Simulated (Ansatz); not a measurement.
One change: `CN([SiH3])[SiH3]` becomes `N[Si]N([SiH3])[SiH3]`.

Ansatz, PBE0-D4/def2-TZVP geometries, multiplicity 1. Each molecule was computed in one conformer, which needn't be the lowest.

```json
{"property": "zero-point energy (PBE0-D4/def2-TZVP) / kJ/mol", "`CN([SiH3])[SiH3]`": "247.8"}
{"property": "size of the dipole moment (B3LYP/def2-TZVPP) / D", "`CN([SiH3])[SiH3]`": "0.87"}
{"property": "HOMO energy (PBE/def2-TZVPP) / eV", "`CN([SiH3])[SiH3]`": "-5.80"}
{"property": "LUMO energy (ωB97M-V/def2-TZVPP) / eV", "`CN([SiH3])[SiH3]`": "1.76"}
{"property": "HOMO–LUMO gap (ωB97M-V/def2-TZVPP) / eV", "`CN([SiH3])[SiH3]`": "11.12"}
{"property": "HOMO energy (B3LYP/def2-TZVPP) / eV", "`CN([SiH3])[SiH3]`": "-6.87"}
```

(1) What does the change do to each property? (Estimate.)

Answers

(1) Ansatz gave: 
| property | `N[Si]N([SiH3])[SiH3]` | shift |
| --- | --- | --- |
| zero-point energy (PBE0-D4/def2-TZVP) / kJ/mol | 219.7 | -28.1 |
| size of the dipole moment (B3LYP/def2-TZVPP) / D | 1.71 | 0.84 |
| HOMO energy (PBE/def2-TZVPP) / eV | -5.55 | 0.25 |
| LUMO energy (ωB97M-V/def2-TZVPP) / eV | 0.95 | -0.81 |
| HOMO–LUMO gap (ωB97M-V/def2-TZVPP) / eV | 9.69 | -1.43 |
| HOMO energy (B3LYP/def2-TZVPP) / eV | -6.43 | 0.44 |

With PBE0 the HOMO rises by 0.47 eV and the LUMO falls by 1.05 eV, so the gap narrows by about 1.52 eV. PBE moves the HOMO by 0.25 eV and ωB97M-V by 0.62 eV. Dipoles are sizes alone; their direction can turn.

B3LYP here is the variant with VWN-RPA as its local correlation; programs differ in this.
